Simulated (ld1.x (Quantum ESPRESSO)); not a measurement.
**Tm (Z = 69): variants of one PAW potential**

Base potential:

```json
{
 "Element": "Tm (Z = 69)",
 "Generator": "ld1.x (Quantum ESPRESSO) 7.5",
 "Type": "PAW",
 "Functional": "PBE",
 "Relativity": "fully relativistic",
 "Frozen core": "[Kr] 4d10 4f12",
 "Valence charge": "11",
 "Reference configuration": "5s2 5p6 5d1 6s1.5 6p0 (charge +0.5)",
 "Partial waves": "5s (bound): rcut 1.85, rcutus 2.20 bohr; 6s (bound): rcut 1.85, rcutus 2.20 bohr; 5p (bound): rcut 2.50, rcutus 2.85 bohr; 6p (bound, empty): rcut 2.50, rcutus 2.85 bohr; 5d (bound): rcut 2.50, rcutus 3.15 bohr; 5d channel at 0.05 Ry: rcut 2.50, rcutus 3.15 bohr",
 "Local potential": "all-electron potential smoothed inside 2.30 bohr (lloc = -1)",
 "Core correction": "Bessel-smoothed model core inside 2.20 bohr",
 "Augmentation charge": "BESSEL, radius 1.30 bohr"
}
```

Open shells are filled in proportion to 2j + 1 (rel_dist='average').

All-electron outer shells of the reference configuration (PBE, scalar-relativistic, ld1.x):

```json
{"shell": "5s", "level (eV)": "-60.80", "outermost node (bohr)": "0.59", "outermost maximum (bohr)": "1.08"}
{"shell": "5p", "level (eV)": "-33.52", "outermost node (bohr)": "0.63", "outermost maximum (bohr)": "1.24"}
{"shell": "4f", "level (eV)": "-12.70", "outermost node (bohr)": "–", "outermost maximum (bohr)": "0.49"}
{"shell": "6s", "level (eV)": "-7.12", "outermost node (bohr)": "1.46", "outermost maximum (bohr)": "3.09"}
{"shell": "5d", "level (eV)": "-4.86", "outermost node (bohr)": "0.71", "outermost maximum (bohr)": "1.85"}
{"shell": "6p", "level (eV)": "-3.54", "outermost node (bohr)": "1.77", "outermost maximum (bohr)": "4.07"}
```

Cutoffs, loose and tight: the cutoffs (Ry, on a coarse ladder) from which the occupation-weighted sum of valence levels, in a spherical-Bessel basis at the reference potential, stays within 10 and 1 mRy of its value at 400 Ry. They do not see the model core or the augmentation charge, which bear on the density cutoff. Test errors are all-electron minus pseudo excitation energies from the reference, over the configurations 5s2 5p6 5d1 6s2 6p0; 5s2 5p6 5d1 6s1 6p0; 5s2 5p6 5d1 6s0 6p0; 5s2 5p6 5d2 6s0 6p0; 5s2 5p6 5d2 6s1 6p0; 5s2 5p6 5d0 6s2 6p0; 5s1 5p6 5d1 6s2 6p0. A dash means not determined; rows that change the core or the reference have their own tests. The largest error is taken over the tests solved by every variant that gives reliable tests at all: 5s2 5p6 5d1 6s0 6p0; 5s2 5p6 5d1 6s1 6p0; 5s2 5p6 5d1 6s2 6p0.

Cutoffs are not given where the Bessel-basis levels miss the radial ones by over 6 mRy, ghosts where they miss by over 20 mRy; a channel whose overlap is not positive is not tested.

```tsv
change	outcome	bound ghosts	largest test error (meV)
base	generated	not determined	-21
waves 5s (bound): rcut 1.38, rcutus 1.46 bohr; 6s (bound): rcut 1.38, rcutus 1.46 bohr	generated	not determined	-20
waves 5s (bound): rcut 1.80, rcutus 1.90 bohr; 6s (bound): rcut 1.80, rcutus 1.90 bohr	generated	not determined	-20
waves 5s (bound): rcut 1.85, rcutus 2.22 bohr; 6s (bound): rcut 1.85, rcutus 2.22 bohr	generated	not determined	-21
waves 5s (bound): rcut 1.85, rcutus 2.46 bohr; 6s (bound): rcut 1.85, rcutus 2.46 bohr	generated	not determined	-25
waves 5s (bound): rcut 1.85, rcutus 2.90 bohr; 6s (bound): rcut 1.85, rcutus 2.90 bohr	generated	not determined	test run stopped at test 1 of 7 (negative rho)
```

Q: What comes out with this change to the base: waves 5s (bound): rcut 1.85, rcutus 3.34 bohr; 6s (bound): rcut 1.85, rcutus 3.34 bohr?

A: outcome: failed: new_paw_hamiltonian: negative rho. Cause: the pseudo-density turned negative during the self-consistent test, most likely because a state had been found with a wrong node count and its wave set to zero before.

Reading the sweep of the s radius (base included, trends over the rows without a ghost): The generation fails at 3.34 bohr.
